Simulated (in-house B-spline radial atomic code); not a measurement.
How numerical settings move a run on Cd II (Cd+), [Kr] 4d10 5s1. Computed with an all-electron radial atomic-structure program (B-spline basis): scalar-relativistic (X2C) TPSS, spin-polarised, spherical fractional occupations, Fermi nucleus of rms radius 4.6087 fm.

Command:
```bash
python run_scf.py task.json out
```
Settings of the sound reference run:
```
Z                48
electrons        47
configuration    [Kr] 4d10 5s1
hamiltonian      x2c
method           tpss,tpss
spin_polarised   True
nucleus          fermi
rms_radius       4.6087
mass_number      114
atomic_mass      113.9034
speed_of_light   137.036
knot_spacing     0.22
spline_order     8
gauss_points     12
box_radius       35.29
max_iterations   70
damping          0.5
damped_steps     3
diis_vectors     10
tolerance        1e-08
start            Thomas-Fermi
```

Time taken, with all properties: 0.58 s on 1 thread of Arm Neoverse N1, on a shared host.

It converges in 8 iterations to -5593.485327 hartree, with 5s up at -13.3208 eV. The other runs change the listed settings, some to values that make no sense; their results aren't properties of the atom or ion. Radii are in bohr (the nuclear one in fm), a minus after a letter asks for a j subshell, and «unchanged» means within 1e-8 hartree. The run stops when the residual is below 10 × tolerance × max(1, Z/10), or a noise floor if that is larger, and the energy moves by less than 1e-8 × √|E| hartree; so very loose and very tight tolerances often act alike.

```tsv
changed settings	outcome
max_iterations = 12	converged in 8 iterations, energy unchanged
spline_order = 10, first_knot = 2.08e-05, max_iterations = 60, diis_vectors = 1, tolerance = 1e-05	converged in 5 iterations, energy +4.60e-07 hartree from the reference, 5s up level +5.1e-04 eV
electrons = 49, configuration = [Kr] 4d10 5s3, max_iterations = 75	stopped with error: shell 5s holds at most 1 electrons (per spin)
knot_spacing = 0.4	converged in 8 iterations, energy +1.87e-03 hartree from the reference, 5s up level -1.4e-04 eV
hamiltonian = dirac, method = hf	stopped with error: spin polarisation is not served with the Dirac Hamiltonian
knot_spacing = 1.4	converged in 8 iterations, energy +5.96e+01 hartree from the reference, 5s up level +1.5e+00 eV (the program warns: 3s up reaches the box edge; 3s down reaches the box edge)
damped_steps = 30	converged in 13 iterations, energy unchanged, 5s up level -5.2e-06 eV
knot_spacing = 1, max_iterations = 12, tolerance = 1e-05	converged in 5 iterations, energy +3.65e+01 hartree from the reference, 5s up level +5.1e-02 eV (the program warns: 3s up reaches the box edge; 3s down reaches the box edge)
max_iterations = 3	not converged after 3 iterations, last residual 4.8e-04, last energy +2.48e-06 hartree from the reference
max_iterations = 5	not converged after 5 iterations, last residual 7.5e-05, last energy +7.54e-08 hartree from the reference
knot_spacing = 0.15, first_knot = 2.08e-06, max_iterations = 50, diis_vectors = 20, start = bare nucleus	converged in 8 iterations, energy -6.89e-05 hartree from the reference, 5s up level -2.1e-06 eV
max_iterations = 2	not converged after 2 iterations, last residual 1.8e-03, last energy +2.88e-05 hartree from the reference
damped_steps = 8	converged in 10 iterations, energy unchanged, 5s up level -7.4e-06 eV
max_iterations = 100, damping = 0.8, damped_steps = 0	converged in 7 iterations, energy unchanged, 5s up level -1.1e-05 eV
```

**Question.** What happens with knot_spacing = 0.3?

**Answer.** Converged in 8 iterations, energy +7.45e-05 hartree from the reference, 5s up level +2.0e-04 eV.

**Question.** What happens with knot_spacing = 0.1?

**Answer.** Converged in 8 iterations, energy -7.32e-05 hartree from the reference, 5s up level -1.4e-05 eV.

**Question.** What happens with knot_spacing = 1?

**Answer.** Converged in 9 iterations, energy +3.65e+01 hartree from the reference, 5s up level +5.1e-02 eV (the program warns: 3s up reaches the box edge; 3s down reaches the box edge).

**Question.** What happens with knot_spacing = 0.55?

**Answer.** Converged in 9 iterations, energy +2.53e-01 hartree from the reference, 5s up level +1.4e-02 eV.
